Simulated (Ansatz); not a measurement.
A short molecular-dynamics run on `FC(F)(F)c1cnc(-c2cnc(-c3cnc(-c4cnc(-c5cnc(-c6cnc(C(F)(F)F)s6)s5)s4)s3)s2)s1`.

```yaml
crystal:
  periodic: [false, false, false]
  atoms:
    - {symbol: F, position_ang: [11.772812, 0.630037, 2.841727]}
    - {symbol: C, position_ang: [10.454577, 0.743664, 3.117523]}
    - {symbol: F, position_ang: [10.177811, -0.065728, 4.167713]}
    - {symbol: F, position_ang: [10.223620, 2.013133, 3.529473]}
    - {symbol: C, position_ang: [9.640310, 0.391169, 1.910968]}
    - {symbol: C, position_ang: [10.102674, 0.000435, 0.663639]}
    - {symbol: N, position_ang: [9.151233, -0.265750, -0.269300]}
    - {symbol: C, position_ang: [7.937023, -0.090884, 0.223613]}
    - {symbol: C, position_ang: [6.728213, -0.299537, -0.538696]}
    - {symbol: C, position_ang: [6.649071, -0.705766, -1.874875]}
    - {symbol: N, position_ang: [5.405616, -0.838021, -2.389545]}
    - {symbol: C, position_ang: [4.474844, -0.545911, -1.493559]}
    - {symbol: C, position_ang: [3.061401, -0.599883, -1.764751]}
    - {symbol: C, position_ang: [2.460817, -0.956607, -2.978976]}
    - {symbol: N, position_ang: [1.110024, -0.938180, -3.007699]}
    - {symbol: C, position_ang: [0.602451, -0.573352, -1.839650]}
    - {symbol: C, position_ang: [-0.810569, -0.466314, -1.582926]}
    - {symbol: C, position_ang: [-1.842723, -0.720676, -2.493721]}
    - {symbol: N, position_ang: [-3.102494, -0.554138, -2.029879]}
    - {symbol: C, position_ang: [-3.109946, -0.170063, -0.762485]}
    - {symbol: C, position_ang: [-4.305710, 0.084050, -0.004985]}
    - {symbol: C, position_ang: [-4.480614, 0.489089, 1.322504]}
    - {symbol: N, position_ang: [-5.758623, 0.641860, 1.740359]}
    - {symbol: C, position_ang: [-6.615046, 0.365599, 0.766726]}
    - {symbol: C, position_ang: [-8.049631, 0.445607, 0.934913]}
    - {symbol: C, position_ang: [-8.734565, 0.807263, 2.097386]}
    - {symbol: N, position_ang: [-10.092384, 0.808319, 2.007829]}
    - {symbol: C, position_ang: [-10.482823, 0.458410, 0.808763]}
    - {symbol: C, position_ang: [-11.928662, 0.354984, 0.375639]}
    - {symbol: F, position_ang: [-12.753892, 0.690471, 1.372522]}
    - {symbol: F, position_ang: [-12.172177, 1.168226, -0.680232]}
    - {symbol: F, position_ang: [-12.221648, -0.906718, -0.021766]}
    - {symbol: S, position_ang: [-9.195513, 0.092279, -0.328445]}
    - {symbol: S, position_ang: [-5.867134, -0.111201, -0.757008]}
    - {symbol: S, position_ang: [-1.497672, 0.013912, -0.052984]}
    - {symbol: S, position_ang: [1.819116, -0.219138, -0.601798]}
    - {symbol: S, position_ang: [5.117080, -0.075074, 0.088403]}
    - {symbol: S, position_ang: [7.905105, 0.428615, 1.914719]}
    - {symbol: H, position_ang: [11.168588, -0.097300, 0.414594]}
    - {symbol: H, position_ang: [7.541467, -0.909158, -2.482799]}
    - {symbol: H, position_ang: [3.046178, -1.237736, -3.865254]}
    - {symbol: H, position_ang: [-1.653060, -1.038273, -3.528131]}
    - {symbol: H, position_ang: [-3.649883, 0.682058, 2.018121]}
    - {symbol: H, position_ang: [-8.225252, 1.076228, 3.032362]}
basis:
  gaussian: {orbitals: "6-31G*", fitting: {mean_field: def2-universal-jkfit}}
hamiltonian: {xc: {name: BLYP}, dispersion: d3bj}
md: {timestep: 2 fs, n_steps: 25, ensemble: nvt_langevin, temperature: 500, initial_velocities: maxwell_boltzmann, friction: 0.01, seed: 903}
scf: {omitted_lower_state_checks: [starts]}
```

```sh
$ ansatz run in.yaml --threads 2 --pin off --events-out ev --progress --plain --max-ram 32768MiB --backend cuda --devices 0, --max-vram 18GiB
```

```tsv
step	time (fs)	potential energy (eV)	kinetic (eV)	T (K)
0	0.0	-111079.4204	2.7791	489
1	2.0	-111079.0448	2.4486	431
2	4.0	-111078.6120	2.0666	363
3	6.0	-111078.2358	1.7397	306
4	8.0	-111077.9529	1.5346	270
5	10.0	-111078.1098	1.7552	309
6	12.0	-111077.9932	1.8050	317
7	14.0	-111077.9678	1.8959	333
8	16.0	-111077.9652	1.7489	308
9	18.0	-111077.8083	1.6425	289
10	20.0	-111077.9931	1.8721	329
11	22.0	-111077.9646	1.9387	341
12	24.0	-111077.9873	1.9566	344
13	26.0	-111078.0582	2.1083	371
14	28.0	-111077.9016	1.9306	339
15	30.0	-111078.0192	2.1295	374
16	32.0	-111078.0102	2.1729	382
17	34.0	-111078.0804	2.2070	388
18	36.0	-111078.2091	2.3194	408
19	38.0	-111078.0560	2.2078	388
20	40.0	-111077.9769	2.1534	379
21	42.0	-111077.8038	2.0207	355
22	44.0	-111077.7855	1.8652	328
23	46.0	-111077.8086	1.9528	343
24	48.0	-111077.7730	2.0004	352
25	50.0	-111077.7896	2.0467	360
```

Velocities are drawn at the set temperature; a run this short doesn't reach equilibrium. Under Langevin dynamics the printed temperature counts 3N degrees of freedom, so it starts below the set value.

The 6-31G sets use Cartesian d functions.

Frames (Å, forces in eV/Å):

```xyz
44
time=0.0 fs
F    11.773    0.630    2.842    0.655   -0.061   -0.151
C    10.455    0.744    3.118   -0.305   -0.147   -0.505
F    10.178   -0.066    4.168   -0.162   -0.412    0.516
F    10.224    2.013    3.529   -0.140    0.637    0.195
C     9.640    0.391    1.911    0.392   -0.027   -0.072
C    10.103    0.000    0.664    0.668    0.092    0.350
N     9.151   -0.266   -0.269    0.067   -0.164   -0.519
C     7.937   -0.091    0.224   -0.415   -0.053   -0.225
C     6.728   -0.300   -0.539    0.404   -0.055   -0.160
C     6.649   -0.706   -1.875    0.723   -0.009    0.021
N     5.406   -0.838   -2.390   -0.117   -0.155   -0.510
C     4.475   -0.546   -1.494   -0.496   -0.005   -0.062
C     3.061   -0.600   -1.765    0.330   -0.087   -0.287
C     2.461   -0.957   -2.979    0.665   -0.091   -0.246
N     1.110   -0.938   -3.008   -0.300   -0.132   -0.436
C     0.602   -0.573   -1.840   -0.481    0.058    0.123
C    -0.811   -0.466   -1.583    0.190   -0.117   -0.397
C    -1.843   -0.721   -2.494    0.522   -0.159   -0.473
N    -3.102   -0.554   -2.030   -0.430   -0.079   -0.280
C    -3.110   -0.170   -0.762   -0.374    0.123    0.355
C    -4.306    0.084   -0.005    0.355    0.010    0.059
C    -4.481    0.489    1.323    0.736   -0.005    0.038
N    -5.759    0.642    1.740   -0.155    0.158    0.503
C    -6.615    0.366    0.767   -0.472    0.007   -0.002
C    -8.050    0.446    0.935    0.288    0.086    0.311
C    -8.735    0.807    2.097    0.656    0.073    0.292
N   -10.092    0.808    2.008   -0.365    0.123    0.389
C   -10.483    0.458    0.809   -0.369   -0.030   -0.133
C   -11.929    0.355    0.376    0.519    0.042    0.188
F   -12.754    0.690    1.373   -0.437    0.184    0.541
F   -12.172    1.168   -0.680   -0.089    0.406   -0.528
F   -12.222   -0.907   -0.022   -0.113   -0.629   -0.197
S    -9.196    0.092   -0.328   -0.018   -0.174   -0.589
S    -5.867   -0.111   -0.757   -0.245   -0.162   -0.558
S    -1.498    0.014   -0.053    0.218    0.165    0.582
S     1.819   -0.219   -0.602   -0.003    0.173    0.597
S     5.117   -0.075    0.088   -0.230    0.169    0.550
S     7.905    0.429    1.915   -0.396    0.145    0.464
H    11.169   -0.097    0.415   -0.293    0.015    0.033
H     7.541   -0.909   -2.483   -0.268    0.043    0.125
H     3.046   -1.238   -3.865   -0.199    0.068    0.212
H    -1.653   -1.038   -3.528   -0.101    0.084    0.270
H    -3.650    0.682    2.018   -0.233   -0.041   -0.152
H    -8.225    1.076    3.032   -0.181   -0.065   -0.230
44
time=12.0 fs
F    11.696    0.705    2.785    2.062   -0.779   -0.195
C    10.406    0.729    3.110    0.649    1.084    0.287
F    10.206   -0.123    4.168   -0.266    0.522   -0.071
F    10.241    2.051    3.493   -1.018   -0.325    0.669
C     9.648    0.400    1.911   -1.354   -0.251    0.472
C    10.108   -0.046    0.700   -0.030    0.853   -1.106
N     9.097   -0.303   -0.205    0.584   -0.338   -0.320
C     7.883   -0.125    0.311    0.965    0.055   -0.817
C     6.730   -0.324   -0.506   -0.591   -0.218   -0.366
C     6.682   -0.779   -1.828   -0.138    0.405   -0.952
N     5.411   -1.000   -2.351    0.871    0.635    0.303
C     4.476   -0.615   -1.458    0.744   -0.828   -1.181
C     3.089   -0.677   -1.736   -0.654    0.869   -0.540
C     2.524   -0.870   -2.996    0.257   -1.633   -0.894
N     1.158   -0.897   -3.059   -0.165    0.322    0.360
C     0.616   -0.549   -1.875    0.819   -0.314   -0.315
C    -0.779   -0.593   -1.576   -0.109    1.660    0.340
C    -1.760   -0.667   -2.550   -0.640   -1.624   -1.107
N    -3.062   -0.638   -2.080   -0.087    0.902   -0.236
C    -3.124   -0.221   -0.818    0.357    0.365    0.411
C    -4.287    0.154   -0.038   -0.418   -1.008    0.043
C    -4.450    0.532    1.306   -1.297   -0.207    0.266
N    -5.786    0.664    1.710    1.162    0.597    0.483
C    -6.666    0.420    0.739    1.168   -0.617    0.947
C    -8.087    0.431    0.973    0.760    0.292   -0.545
C    -8.747    0.782    2.125   -1.506   -0.356   -0.170
N   -10.122    0.763    2.012   -0.252    0.476    0.410
C   -10.532    0.510    0.792    1.594   -0.075    1.175
C   -11.943    0.400    0.401   -0.324   -0.076    0.183
F   -12.786    0.790    1.422    0.383   -0.742   -0.877
F   -12.154    1.194   -0.668   -0.614    0.511   -0.653
F   -12.161   -0.893   -0.023   -0.726    0.107    0.408
S    -9.203    0.154   -0.323   -0.522   -0.124   -0.890
S    -5.897   -0.185   -0.698    0.079    0.161   -1.579
S    -1.521    0.001   -0.008    0.525   -0.791   -1.123
S     1.827   -0.169   -0.631   -0.061   -0.237    0.651
S     5.089   -0.070    0.038    0.197    0.477    1.905
S     7.880    0.455    1.954    0.124    0.046    0.741
H    11.163    0.079    0.339   -0.866   -0.632    0.440
H     7.582   -0.724   -2.496   -0.780   -0.683    0.599
H     3.143   -1.256   -3.859   -0.698    0.674    0.755
H    -1.516   -0.922   -3.660   -0.563    0.417    1.977
H    -3.668    0.600    2.089   -0.326    0.232   -0.598
H    -8.345    1.008    3.082    0.703    0.196    0.709
44
time=24.0 fs
F    11.757    0.749    2.733   -0.253   -0.141    0.531
C    10.438    0.793    3.112   -0.152   -1.278   -0.634
F    10.228   -0.156    4.164    0.423    1.719   -0.814
F    10.180    2.073    3.503   -0.066   -0.498    0.673
C     9.572    0.390    1.938    1.622    0.585    0.734
C    10.042   -0.026    0.704    1.420   -1.521    0.343
N     9.085   -0.401   -0.183   -0.060    0.521   -0.399
C     7.895   -0.121    0.285   -1.351   -0.078    0.188
C     6.698   -0.314   -0.494    0.752    0.249   -0.057
C     6.672   -0.794   -1.819    2.334   -1.047    0.462
N     5.471   -1.098   -2.277   -1.597   -0.059   -1.750
C     4.496   -0.704   -1.479   -0.700    0.249    0.612
C     3.088   -0.681   -1.756    0.989    0.359   -0.562
C     2.558   -0.921   -3.030    0.408   -0.169   -0.037
N     1.214   -0.843   -3.123   -1.230   -0.307    0.537
C     0.664   -0.549   -1.941   -0.390    0.620    1.028
C    -0.731   -0.570   -1.543   -0.613    0.692   -1.344
C    -1.764   -0.727   -2.494    1.025   -0.207   -2.215
N    -3.056   -0.639   -2.126   -0.427    0.575    1.364
C    -3.137   -0.282   -0.831    1.041    0.633    0.351
C    -4.274    0.114   -0.066   -1.911   -1.089   -0.204
C    -4.502    0.534    1.253    2.340    0.292    0.228
N    -5.743    0.695    1.731   -0.175    0.418    0.134
C    -6.618    0.405    0.791   -1.689   -0.991   -0.188
C    -8.066    0.415    1.024   -0.650    0.562   -0.271
C    -8.825    0.743    2.189    1.994   -0.608   -1.283
N   -10.172    0.747    2.087    0.194    0.328   -0.147
C   -10.498    0.543    0.835   -1.356   -0.158    0.110
C   -11.954    0.418    0.446    0.984    0.883   -1.384
F   -12.809    0.826    1.410    0.127   -0.793   -0.245
F   -12.172    1.222   -0.670   -0.200   -0.103    0.288
F   -12.129   -0.860   -0.003   -0.957   -0.245    0.533
S    -9.227    0.225   -0.346    0.367    0.114    0.822
S    -5.914   -0.269   -0.716    0.075    0.578   -0.145
S    -1.493   -0.051   -0.012    0.030   -0.640   -0.577
S     1.860   -0.091   -0.629    0.029   -0.957   -0.745
S     5.071   -0.047    0.064    0.161    0.151    0.570
S     7.867    0.478    2.032   -0.673   -0.105   -1.025
H    11.080   -0.396    0.483   -0.711    0.916    0.350
H     7.586   -1.144   -2.397   -0.956    0.673    0.790
H     3.171   -1.168   -3.919   -0.272    0.082    0.519
H    -1.531   -0.773   -3.621   -0.241   -0.400    1.685
H    -3.668    0.775    1.915    0.104    0.037    0.096
H    -8.299    0.973    3.084    0.211    0.160    1.080
44
time=36.0 fs
F    11.809    0.779    2.728   -0.499   -0.045    0.174
C    10.482    0.754    3.073   -0.345    1.761    0.603
F    10.289   -0.092    4.095    0.442   -0.403    1.181
F    10.121    2.058    3.536    0.653   -1.119   -0.237
C     9.589    0.375    1.991   -0.857    0.067   -0.951
C    10.004   -0.107    0.787    0.159   -0.433   -0.617
N     9.074   -0.440   -0.188   -0.196    1.159    1.487
C     7.863   -0.095    0.277    1.221   -0.283    1.016
C     6.712   -0.286   -0.505   -0.835   -0.052    0.350
C     6.728   -0.890   -1.756   -1.300   -0.991   -0.089
N     5.468   -1.154   -2.299    0.643    0.525    0.682
C     4.496   -0.718   -1.476    1.689    0.146   -0.022
C     3.144   -0.644   -1.818   -1.399   -0.111   -0.700
C     2.556   -0.998   -3.063   -1.269    1.136    1.565
N     1.177   -0.858   -3.117    0.456   -0.339    1.295
C     0.704   -0.512   -1.895   -1.128    0.295   -0.499
C    -0.726   -0.461   -1.591    0.144   -0.611   -0.561
C    -1.737   -0.828   -2.488   -0.727    0.893    0.144
N    -3.045   -0.612   -2.056    0.917   -0.978   -0.390
C    -3.081   -0.296   -0.766   -1.554    0.199   -0.376
C    -4.374   -0.056   -0.061    2.697    0.857    0.937
C    -4.428    0.551    1.223   -1.316   -0.581   -0.188
N    -5.708    0.726    1.734   -0.168   -0.336   -0.608
C    -6.661    0.309    0.888    1.504    0.086   -0.850
C    -8.092    0.408    1.035    0.030    0.551    1.029
C    -8.757    0.707    2.246   -1.349   -0.554   -0.711
N   -10.168    0.754    2.164    0.823   -0.031   -1.363
C   -10.551    0.586    0.900    1.598    0.436    0.506
C   -11.938    0.480    0.388   -0.832   -0.486    1.191
F   -12.840    0.789    1.367    0.089    0.056   -0.168
F   -12.199    1.246   -0.686    0.107    0.348   -0.532
F   -12.135   -0.825    0.037   -0.359   -0.360   -0.368
S    -9.223    0.316   -0.323   -0.274    0.060    0.997
S    -5.926   -0.347   -0.724   -0.950    0.030    0.594
S    -1.478   -0.113   -0.034    0.436    0.363    0.621
S     1.890   -0.053   -0.653    0.595   -0.884   -0.966
S     5.069   -0.030    0.106    0.356   -0.062   -0.753
S     7.832    0.504    2.073    0.270   -0.217   -1.432
H    11.059   -0.226    0.643    0.645   -0.262   -0.584
H     7.655   -1.367   -2.113   -0.437    0.457   -0.407
H     3.089   -1.228   -3.961    0.509   -0.343   -0.453
H    -1.510   -1.172   -3.498   -0.207    0.097   -0.013
H    -3.566    0.837    1.847   -0.261   -0.081   -0.308
H    -8.326    0.796    3.243    0.282    0.040   -0.227
44
time=50.0 fs
F    11.839    0.883    2.728   -0.925    0.238   -0.193
C    10.489    0.856    3.055    0.310   -2.225    1.050
F    10.378   -0.061    4.103    0.381   -0.029    0.307
F    10.101    2.008    3.556   -0.049    2.035    0.506
C     9.589    0.381    1.998    0.747   -0.158   -0.566
C    10.051   -0.229    0.831    0.658    1.802    1.260
N     9.087   -0.400   -0.057   -0.911   -1.383   -2.081
C     7.869   -0.148    0.378    0.158    0.270   -0.396
C     6.730   -0.316   -0.477   -0.965   -1.175    0.520
C     6.666   -1.072   -1.673    1.306    1.395    0.437
N     5.473   -1.182   -2.288    0.435   -0.437   -0.484
C     4.534   -0.681   -1.549   -1.478    0.723    1.290
C     3.148   -0.604   -1.877   -0.363   -0.025    0.490
C     2.460   -1.012   -3.013    1.787   -1.132   -1.775
N     1.130   -0.946   -2.997   -0.617    0.043   -0.983
C     0.652   -0.441   -1.879    0.713   -0.319    0.418
C    -0.740   -0.399   -1.663   -1.165   -0.437    1.334
C    -1.784   -0.803   -2.512    0.565   -0.044   -0.834
N    -3.021   -0.644   -2.045   -2.066   -0.483    0.467
C    -3.120   -0.321   -0.756    1.683   -0.347   -0.644
C    -4.287   -0.165    0.024   -1.637    0.831   -0.497
C    -4.439    0.515    1.234    1.521    0.336   -0.185
N    -5.678    0.733    1.691   -0.167    0.075    1.775
C    -6.588    0.191    0.947   -2.918    0.688   -1.959
C    -8.091    0.414    1.115    2.018   -0.686   -0.891
C    -8.787    0.608    2.290    1.627    0.032    0.798
N   -10.112    0.728    2.158   -2.043    0.282    0.895
C   -10.521    0.662    0.920   -0.359   -0.437   -0.731
C   -11.957    0.485    0.418    0.709   -0.233   -1.149
F   -12.853    0.753    1.323   -1.202    1.039    1.561
F   -12.195    1.279   -0.716    0.376   -0.622    0.726
F   -12.201   -0.825    0.064    0.516    0.073   -0.458
S    -9.238    0.388   -0.243    0.816   -0.010   -0.184
S    -5.966   -0.407   -0.658    0.816   -0.644    0.844
S    -1.462   -0.163   -0.037    0.159    0.644    0.013
S     1.971   -0.064   -0.687   -0.790    0.340    0.156
S     5.073    0.001    0.098    0.366   -0.058   -1.196
S     7.828    0.533    2.049    0.761   -0.105   -0.305
H    11.124   -0.267    0.569   -0.509   -0.325    0.109
H     7.586   -1.334   -2.170    0.332   -0.453   -0.270
H     2.980   -1.462   -3.915   -0.500    0.591    0.996
H    -1.706   -1.320   -3.485    0.464    0.677    0.201
H    -3.600    1.036    1.717   -0.065   -0.371    0.132
H    -8.273    0.649    3.275   -0.497    0.023   -0.505
```

It took 3 min on 2 threads of AMD EPYC 7R13 on a shared host and a share (18 GiB) of an NVIDIA H100 80GB HBM3, peak host memory 1.1 GiB.
